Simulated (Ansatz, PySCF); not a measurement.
AlF3, triplet, at a GFN2-xTB geometry (such geometries of metal compounds can be far from the true shape) (a higher spin typed on purpose: for a closed-shell molecule this is an excited state), with bond 4-1 at 2.4 times its length. Base run: CASSCF(6,6)/cc-pVDZ run with PySCF.

Here is a job for PySCF.
```python
from pyscf import gto, scf, mcscf
import numpy

mol = gto.Mole()
mol.atom = '''
    Al   -0.37213687    0.17149746   -0.14134052
    F    -1.14510838   -1.35480543    0.31454349
    F     0.55351577    1.62743800   -0.53923502
    F     3.23088838   -1.48893916    1.22711687
'''
mol.basis = 'cc-pvdz'
mol.spin = 2
mol.verbose = 4
mol.build()

mf = scf.ROHF(mol)
mf.kernel()
mc = mcscf.CASSCF(mf, 6, 6)
mc.fix_spin_(ss=2.0)
mc.kernel()
occ = numpy.linalg.eigvalsh(mc.fcisolver.make_rdm1(mc.ci, mc.ncas, mc.nelecas))[::-1]
ss = mc.fcisolver.spin_square(mc.ci, mc.ncas, mc.nelecas)[0]
print('natural occupations', occ.round(4), ' <S^2>', round(ss, 4))
```

Programs used: Ansatz (a first-principles code), PySCF; a row that names a program was run with it.

The base run was repeated with changes; each row names its change, and settings that it needs were set with it.

```csv
change,ΔE vs base (kcal/mol),natural occupations,<S^2> of the state
base,0.000,1.98 1.98 1.00 1.00 0.02 0.02,2.00
"code = ansatz; correction = SC-NEVPT2, all electrons",-330.4,-,-
correction = SC-NEVPT2,-330.3,1.98 1.98 1.00 1.00 0.02 0.02,2.00
state_average = 2 states,17.91,-,-
"active space = 6 electrons, 5 orbitals",22.09,2.00 1.99 1.00 1.00 0.01,2.00
orbitals = fixed (CASCI),31.74,2.00 2.00 1.00 1.00 0.00 0.00,2.00
fix_spin_ = off,13.51,1.99 1.99 1.00 1.00 0.01 0.01,2.00
"active space = 2 electrons, 4 orbitals",32.76,1.00 1.00 0.00 0.00,2.00
"active space = 8 electrons, 9 orbitals",-32.96,1.98 1.98 1.98 1.00 1.00 0.02 0.02 0.02 0.00,2.00
"active space = 2 electrons, 3 orbitals",32.76,1.00 1.00 0.00,2.00
solver = newton,13.51,1.99 1.99 1.00 1.00 0.01 0.01,2.00
```

Active orbitals are taken around the Fermi level unless the row says otherwise; CASSCF can end in different local minima, and two programs can end on different orbitals. State-averaged rows give the lowest state.

Open shells are given as the SCF converged; they aren't shown to be the lowest states, and a large step between rows can be another state.
